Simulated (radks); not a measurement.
Initial-state core-level shifts of neutral thallium when its valence configuration changes from [Hg] 6p1. All-electron calculation, Dirac Kohn-Sham, LDA (Slater exchange, Perdew-Wang correlation), spin-unpolarised, spherical densities, finite nucleus; open shells fill j = l - 1/2 first; Fermi nuclear charge, rms radius 5.4759 fm. Program: a radial shooting solver on a logarithmic mesh with Libxc functionals. Shifts are changes of the shell-averaged eigenvalues in eV (positive: less bound); the change of the density at the nucleus, which sets a Mossbauer isomer shift, is in e/bohr^3, on a base of 2.512e+06.

[
 {"valence": "[Xe] 4f13.5 5d10 6s2 6p1.5", "3d": "-10.850", "4s": "-9.614", "4d": "-9.013", "5p": "-3.935", "density at nucleus": "+140.3"},
 {"valence": "[Xe] 4f14 5d9 6s2 6p2", "3d": "-5.150", "4s": "-5.085", "4d": "-5.080", "5p": "-4.594", "density at nucleus": "+79.8"},
 {"valence": "[Xe] 4f13 5d10 6s2 6p2", "3d": "-21.948", "4s": "-19.385", "4d": "-18.170", "5p": "-7.902", "density at nucleus": "+285.2"},
 {"valence": "[Xe] 4f14 5d8 6s2 6p3", "3d": "-11.089", "4s": "-10.936", "4d": "-10.921", "5p": "-9.833", "density at nucleus": "+162.2"},
 {"valence": "[Xe] 4f14 5d7 6s2 6p4", "3d": "-17.100", "4s": "-16.831", "4d": "-16.802", "5p": "-14.994", "density at nucleus": "+246.5"},
 {"valence": "[Xe] 4f14 5d6 6s2 6p5", "3d": "-23.212", "4s": "-22.800", "4d": "-22.753", "5p": "-20.110", "density at nucleus": "+333.0"},
 {"valence": "[Xe] 4f14 5d10 6s1 6p2", "3d": "-1.464", "4s": "-1.472", "4d": "-1.471", "5p": "-1.464", "density at nucleus": "-183.5"},
 {"valence": "[Xe] 4f14 5d6.5 6s2 6p4.5", "3d": "-20.142", "4s": "-19.805", "4d": "-19.768", "5p": "-17.556", "density at nucleus": "+289.5"}
]
